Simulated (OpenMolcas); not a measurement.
Computed levels of 3d3 in ions with 21 electrons, in cm-1 above 4F 3/2.

```yaml
Program: OpenMolcas 26.06
Method: SS-CASPT2, IPEA 0.25 Eh, imaginary shift 0.1 Eh
Basis: ANO-RCC-VTZP
Scalar_Hamiltonian: DKH2, point nucleus
Spin-orbit_coupling: state interaction with AMFI integrals over the reference wave functions, term energies averaged over their components
```

Active space for each ion: 3 electrons in 5 orbitals (3d); closed shells correlated by CASPT2: 3s 3p.

```json
{"Level": "4F 5/2", "Mn4+": "374", "Fe5+": "544", "Ni7+": "990"}
{"Level": "4F 7/2", "Mn4+": "881", "Fe5+": "1275", "Ni7+": "2290"}
{"Level": "4F 9/2", "Mn4+": "1506", "Fe5+": "2170", "Ni7+": "3850"}
{"Level": "4P 1/2", "Mn4+": "17170", "Fe5+": "19610", "Ni7+": "24340"}
{"Level": "4P 3/2", "Mn4+": "17330", "Fe5+": "19820", "Ni7+": "24620"}
{"Level": "4P 5/2", "Mn4+": "17760", "Fe5+": "20460", "Ni7+": "25870"}
{"Level": "2G 7/2", "Mn4+": "18340", "Fe5+": "21300", "Ni7+": "26710"}
{"Level": "2G 9/2", "Mn4+": "18870", "Fe5+": "22040", "Ni7+": "27930"}
{"Level": "2D 3/2(1)", "Mn4+": "24310", "Fe5+": "28050", "Ni7+": "34500"}
```

Question: Estimate 4F 9/2, 4P 1/2, 4P 3/2 for Co6+ from its neighbours Fe5+ and Ni7+.

Answer: 4F 9/2 is fine structure, which grows about as the fourth power of a screened charge, so the fourth roots are averaged: ((2170^0.25 + 3850^0.25) / 2)^4 = 2920. The calculation gives 2900, so the estimate is off by +0.7 %; the measured value is 2723 (Sugar and Corliss, J. Phys. Chem. Ref. Data 10, 1097 (1981)).
4P 1/2 is another term, which grows about linearly with the charge: (19610 + 24340) / 2 = 21975. The calculation gives 22210, so the estimate is off by -1.1 %; the measured value is 21096 (Sugar and Corliss, J. Phys. Chem. Ref. Data 10, 1097 (1981)).
4P 3/2 is another term, which grows about linearly with the charge: (19820 + 24620) / 2 = 22220. The calculation gives 22460, so the estimate is off by -1.1 %; the measured value is 21304 (Sugar and Corliss, J. Phys. Chem. Ref. Data 10, 1097 (1981)).

Mixed levels, with the weight of the term that names them: Mn4+ 2D 3/2(1) (70 %), Fe5+ 2D 3/2(1) (65 %), Co6+ 2D 3/2(1) (61 %), Ni7+ 2D 3/2(1) (66 %).

CASPT2 breaks the degeneracy within a term, and the mean is taken; among the terms shown or strongly mixed into the levels shown the widest spread is 890 cm-1 (3d3 4F, Fe5+). Terms from blocks run as CI alone lack orbitals of their own. The CASPT2 spread within a term exceeds the gap to the next term for 3d3 2D(1) and 3d3 2P, so the order of their levels is uncertain, and so are names and mixing where such terms share a J (figures for Mn4+; the like holds for Fe5+, Co6+, Ni7+). Measured partners are found by configuration, term and J. A level has none where our copy of the source lacks it or the pairing is in doubt (some pairs that miss far off the trend of their configuration count as doubtful), and it then counts in no deviation. Levels of configurations outside the active space are missing.

A number in round brackets counts repeated terms of one configuration in the order of the reference energies.
